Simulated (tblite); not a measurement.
Compound: C₃H₇FO₂Si.
Numbering: `[O:1]=[C:2]([CH2:3][CH2:4][F:5])[O:6][SiH3:7]` (hydrogens: H8, H9 on C3; H10, H11 on C4; H12, H13, H14 on Si7)

Cartesian coordinates in Å at the GFN2-xTB level; atoms count from 1:
```xyz
14
C3H7FO2Si angstrom
O     -0.410   -1.027    0.736
C     -0.192   -0.126   -0.029
C      1.184    0.313   -0.471
C      2.274   -0.529    0.178
F      3.507   -0.100   -0.247
O     -1.150    0.596   -0.582
Si    -2.772    0.342   -0.284
H      1.312    1.367   -0.213
H      1.240    0.236   -1.559
H      2.184   -1.582   -0.101
H      2.256   -0.434    1.267
H     -3.025    0.546    1.137
H     -3.284    1.402   -1.141
H     -3.124   -1.003   -0.718
```

Method: GFN2-xTB as coded in tblite; computed harmonic values from a numerical Hessian at the method's own geometry, unscaled. The method is semi-empirical: single wavenumbers can be off by several per cent or more. Modes of hydrogen on silicon can be 10 to 20 % off. One conformer, not necessarily the lowest.

Harmonic wavenumbers (cm⁻¹): 39.7, 52.4, 81.1, 98.9, 127.6, 175.5, 316.7, 397.6, 544.6, 587.2, 617.1, 701.9, 742.6, 762.2, 775.3, 794.6, 797.3, 966.7, 1018.1, 1040.4, 1086.0, 1149.2, 1188.5, 1233.0, 1273.9, 1336.0, 1433.3, 1452.4, 1766.8, 2310.9, 2321.7, 2340.5, 2960.9, 2971.7, 2975.7, 2987.9.

A = 8545, B = 833.4, C = 773.6 MHz; mass 122.020 u (most abundant isotopes); point group Cs, symmetry number 1.

Q: What is the zero-point energy?

A: Half the sum of the wavenumbers: 20713 cm⁻¹ = 247.78 kJ/mol.

Q: Entropy at 298.15 K, 1 bar (ideal gas, RRHO, classical rotation)?

A: Translation 168.77, rotation 119.07, vibration 119.06: S = 406.9 J/(mol K).

Q: And Cp and H(298.15 K) − H(0)?

A: Cp = 137.19 J/(mol K), of which vibrations give 103.94 (their classical limit is 36 R = 299.3); H(298.15 K) − H(0) = 26.90 kJ/mol without the zero-point energy, 16.98 from vibrations.

Q: What must be added to the electronic energy to get the Gibbs energy at 298.15 K and 1 bar?

A: ZPE + [H(298.15 K) − H(0)] − T·S = 247.78 + 26.90 − 121.32 = 153.36 kJ/mol.

Q: Which modes carry the vibrational entropy at 298.15 K?

A: 39.7 cm⁻¹: 22.07; 52.4 cm⁻¹: 19.77; 81.1 cm⁻¹: 16.17; 98.9 cm⁻¹: 14.54; 127.6 cm⁻¹: 12.48; 175.5 cm⁻¹: 9.94 J/(mol K); the other 30 give 24.10 together.

Hindered rotation and anharmonicity are outside this model. Other conformers, if any are populated, would add a mixing term that is left out.

Hardware: one thread of an Arm Neoverse V1, no GPU, shared host. Cost: 0.38 s of wall time. The figure is for the frequency step alone.
